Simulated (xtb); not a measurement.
C2H4BFO2, SMILES COB(F)C=O. All values are semi-empirical tight-binding results from xtb (GFN2-xTB unless named), good for trends rather than for accurate numbers. Geometry: GFN2-xTB. This is a generated structure with no PubChem entry under its InChIKey; it may be hypothetical. Other conformers were not sampled.

```
Item                                               Value
-----------------------------------------  -------------
orbital gap                                      2.30 eV
dipole moment                                     1.66 D
zero-point energy                          41.0 kcal/mol
G − E(el) at 298.15 K (modified RRHO)      21.2 kcal/mol
static polarisability (D4 model)              47.7 bohr³
solvation energy, GFN2-xTB/ALPB(water)     -2.7 kcal/mol
solvation energy, GFN2-xTB/ALPB(methanol)  -4.7 kcal/mol
```

Computed IR lines (harmonic; lines under 4 % of the strongest left out, lines within 3 cm⁻¹ merged):
ν (cm⁻¹): 53 (w), 165 (w), 369 (w), 384 (w), 549 (w), 699 (w), 832 (w), 1034 (m), 1199 (vs), 1361 (m), 1379 (s), 1430 (vs), 1460 (m), 1742 (m), 2735 (s), 2979 (w), 2987 (w) (against the strongest line: vs over 80 %, s over 45 %, m over 15 %, w over 4 %, vw less)
